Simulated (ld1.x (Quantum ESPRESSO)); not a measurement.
## terbium (Tb): one change to a TM potential, before and after

Tb, norm-conserving Troullier–Martins (Kleinman–Bylander form), made with ld1.x (Quantum ESPRESSO) 7.5 (LDA (PZ), scalar-relativistic). Core [Xe] 4f8, reference 5d1 6s1.5 6p0 (charge +0.5). Waves: 6p (bound, empty): rc 3.60 bohr; 5d (bound): rc 2.65 bohr; 5f channel at 0.2 Ry: rc 3.20 bohr; 6s (bound): rc 3.15 bohr. Local part: the s channel. Core correction: none.

Change: core correction a·sin(br)/r model core inside 2.28 bohr.

Cutoffs: the cutoffs (Ry, on a coarse ladder) from which the occupation-weighted sum of valence levels, in a spherical-Bessel basis at the reference potential, stays within 10 and 1 mRy of its value at 400 Ry; they do not see the model core or the augmentation charge, which bear on the density cutoff. Errors are all-electron minus pseudo energies relative to the spin-unpolarised reference configuration. Spin-polarised tests are left out, since the open f shell is frozen unpolarised in the core.

Question: Predict the effect on cutoff, ghosts and configuration errors.

Answer: The potential gets neither clearly harder nor softer (15 Ry and 18 Ry → 15 Ry and 18 Ry); of the 7 tests that both files solve, the error grows in 2 and shrinks in 4 by more than 15 % and 0.3 meV (median size 17.0 → 18.0 meV); neither file shows a bound ghost. A model core, the more so a compact one, raises the density cutoff, which this test does not measure.

| quantity | base | changed |
| --- | --- | --- |
| cutoff, loose | 15 Ry | 15 Ry |
| cutoff, tight | 18 Ry | 18 Ry |
| bound ghosts | none | none |
| error for 5d1 6s2 6p0, meV [ΔE -2.81 eV] | +4.6 | +0.1 |
| error for 5d1 6s1 6p0, meV [ΔE 4.15 eV] | +5.3 | -3.3 |
| error for 5d1 6s0 6p0, meV [ΔE 16.69 eV] | +112 | -46 |
| error for 5d1 6s1 6p1, meV [ΔE 0.23 eV] | +1.7 | -2.4 |
| error for 5d2 6s1 6p0, meV [ΔE -0.87 eV] | +26 | -44 |
| error for 5d0 6s2 6p0, meV [ΔE 3.34 eV] | +176 | -81 |
| error for 5d1 6s0 6p2, meV [ΔE 3.45 eV] | +17 | -18 |
| s: phases at 3.88 bohr within 0.05 rad from the reference energy up to (Ry; the scan ends near 5) | 1.0 | 1.0 |
| p: phases at 3.88 bohr within 0.05 rad from the reference energy up to (Ry; the scan ends near 5) | 1.2 | 1.2 |
| d: phases at 3.88 bohr within 0.05 rad from the reference energy up to (Ry; the scan ends near 5) | 0.5 | 0.5 |
| f: phases at 3.88 bohr within 0.05 rad from the reference energy up to (Ry; the scan ends near 5) | 1.7 | 1.7 |
